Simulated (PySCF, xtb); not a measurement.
Sn(Cl)(Br)(OH)2 (BrClH2O2Sn), SMILES [OH][Sn]([OH])([Cl])[Br]. One conformer was computed; it need not be the lowest.

Harmonic wavenumbers (cm⁻¹) from GFN2-xTB run with xtb at its own minimum, in rising order: 78, 91, 103, 124, 142, 161, 188, 231, 330, 437, 487, 784, 828, 3595, 3633.

Q: What does PySCF with PBE0-D3(BJ)/def2-SVP give at its own minimum? (The exact figures need the calculation; the answer reports its results.)

A: 62, 95, 105, 130, 154, 167, 199, 274, 387, 640, 659, 857, 887, 3866, 3880. Paired by order, the mean absolute difference is 79 cm⁻¹ and the zero-point energies are 16.0 and 17.7 kcal/mol.
